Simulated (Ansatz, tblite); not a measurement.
Removing and adding an electron: HfH₄. Total charge 0; singlet. Geometry: B3LYP-D4/def2-TZVP. Ansatz, gas phase; energy differences of separate SCF runs; the oxidised species was run as a doublet alone; the reduced species was run as a doublet alone.

```xyz
5

Hf   -0.0001    0.0001    0.0000
H     1.8331    0.2243   -0.0491
H    -0.8243    1.6532   -0.0353
H    -0.4699   -0.8894    1.5496
H    -0.5388   -0.9882   -1.4651
```

In the def2 sets Hf takes a core potential; there is no spin–orbit coupling. The xTB rows come from tblite. Correlated methods freeze no core orbitals; core or outer-core shells of Hf are correlated, in sets that lack core-valence functions. In CCSD on the charge 1 doublet the largest single amplitude is 0.23, so its Hartree–Fock determinant may place the open shell otherwise than the density functionals do. HOMO above LUMO, or a gap near zero within one spin, warns that the state may not be the lowest or that an electron is smeared out.

(1) Estimate orbital energies and vertical ionisation energies and electron affinities at: GFN1-xTB; GFN2-xTB; HF/def2-TZVPD; HF/def2-TZVPP; PBE-D4/def2-TZVP; PBE-D4/def2-TZVPD; r2SCAN-D4/def2-TZVP; r2SCAN-D4/def2-TZVPD; PBE0-D4/def2-TZVP; PBE0-D4/def2-TZVPD; MP2/def2-TZVPD; MP2/def2-TZVPP; CCSD/def2-TZVPD; CCSD/def2-TZVPP; CCSD(T)/def2-TZVPD; CCSD(T)/def2-TZVPP.

Results:

(1) 
```json
{"level": "GFN1-xTB", "−HOMO (eV)": "12.41", "vertical IE (eV)": "15.62", "−LUMO (eV)": "7.90", "vertical EA (eV)": "4.05", "HOMO–LUMO gap (eV)": "4.51", "IE − EA (eV)": "11.57", "remarks": "–"}
{"level": "GFN2-xTB", "−HOMO (eV)": "11.91", "vertical IE (eV)": "14.88", "−LUMO (eV)": "6.03", "vertical EA (eV)": "3.64", "HOMO–LUMO gap (eV)": "5.88", "IE − EA (eV)": "11.24", "remarks": "–"}
{"level": "HF/def2-TZVPD", "−HOMO (eV)": "–", "vertical IE (eV)": "–", "−LUMO (eV)": "–", "vertical EA (eV)": "-0.51", "HOMO–LUMO gap (eV)": "–", "IE − EA (eV)": "–", "remarks": "–"}
{"level": "HF/def2-TZVPP", "−HOMO (eV)": "–", "vertical IE (eV)": "10.32", "−LUMO (eV)": "–", "vertical EA (eV)": "–", "HOMO–LUMO gap (eV)": "–", "IE − EA (eV)": "–", "remarks": "–"}
{"level": "PBE-D4/def2-TZVP", "−HOMO (eV)": "7.12", "vertical IE (eV)": "10.30", "−LUMO (eV)": "3.07", "vertical EA (eV)": "–", "HOMO–LUMO gap (eV)": "4.05", "IE − EA (eV)": "–", "remarks": "gap within one spin near zero (+1 doublet)"}
{"level": "PBE-D4/def2-TZVPD", "−HOMO (eV)": "7.12", "vertical IE (eV)": "–", "−LUMO (eV)": "3.07", "vertical EA (eV)": "0.31", "HOMO–LUMO gap (eV)": "4.05", "IE − EA (eV)": "–", "remarks": "HOMO above zero (-1 doublet)"}
{"level": "r2SCAN-D4/def2-TZVP", "−HOMO (eV)": "7.48", "vertical IE (eV)": "10.50", "−LUMO (eV)": "2.81", "vertical EA (eV)": "–", "HOMO–LUMO gap (eV)": "4.67", "IE − EA (eV)": "–", "remarks": "–"}
{"level": "r2SCAN-D4/def2-TZVPD", "−HOMO (eV)": "7.45", "vertical IE (eV)": "–", "−LUMO (eV)": "2.78", "vertical EA (eV)": "0.25", "HOMO–LUMO gap (eV)": "4.67", "IE − EA (eV)": "–", "remarks": "HOMO above zero (-1 doublet)"}
{"level": "PBE0-D4/def2-TZVP", "−HOMO (eV)": "8.45", "vertical IE (eV)": "10.68", "−LUMO (eV)": "2.05", "vertical EA (eV)": "–", "HOMO–LUMO gap (eV)": "6.40", "IE − EA (eV)": "–", "remarks": "–"}
{"level": "PBE0-D4/def2-TZVPD", "−HOMO (eV)": "8.43", "vertical IE (eV)": "–", "−LUMO (eV)": "2.03", "vertical EA (eV)": "0.31", "HOMO–LUMO gap (eV)": "6.40", "IE − EA (eV)": "–", "remarks": "HOMO above zero (-1 doublet)"}
{"level": "MP2/def2-TZVPD", "−HOMO (eV)": "–", "vertical IE (eV)": "–", "−LUMO (eV)": "–", "vertical EA (eV)": "-0.10", "HOMO–LUMO gap (eV)": "–", "IE − EA (eV)": "–", "remarks": "–"}
{"level": "MP2/def2-TZVPP", "−HOMO (eV)": "–", "vertical IE (eV)": "11.08", "−LUMO (eV)": "–", "vertical EA (eV)": "–", "HOMO–LUMO gap (eV)": "–", "IE − EA (eV)": "–", "remarks": "–"}
{"level": "CCSD/def2-TZVPD", "−HOMO (eV)": "–", "vertical IE (eV)": "–", "−LUMO (eV)": "–", "vertical EA (eV)": "-0.08", "HOMO–LUMO gap (eV)": "–", "IE − EA (eV)": "–", "remarks": "–"}
{"level": "CCSD/def2-TZVPP", "−HOMO (eV)": "–", "vertical IE (eV)": "11.10", "−LUMO (eV)": "–", "vertical EA (eV)": "–", "HOMO–LUMO gap (eV)": "–", "IE − EA (eV)": "–", "remarks": "–"}
{"level": "CCSD(T)/def2-TZVPD", "−HOMO (eV)": "–", "vertical IE (eV)": "–", "−LUMO (eV)": "–", "vertical EA (eV)": "-0.05", "HOMO–LUMO gap (eV)": "–", "IE − EA (eV)": "–", "remarks": "–"}
{"level": "CCSD(T)/def2-TZVPP", "−HOMO (eV)": "–", "vertical IE (eV)": "11.07", "−LUMO (eV)": "–", "vertical EA (eV)": "–", "HOMO–LUMO gap (eV)": "–", "IE − EA (eV)": "–", "remarks": "–"}
```

   A HOMO above zero means that the electron is unbound at that level or that self-interaction error raises the level; the energy of removing that electron tells which. Raw xTB energy differences between charge states are shifted by several eV; the methods need an empirical correction for them. A negative affinity means that the extra electron isn't bound; its size then hangs on the basis.
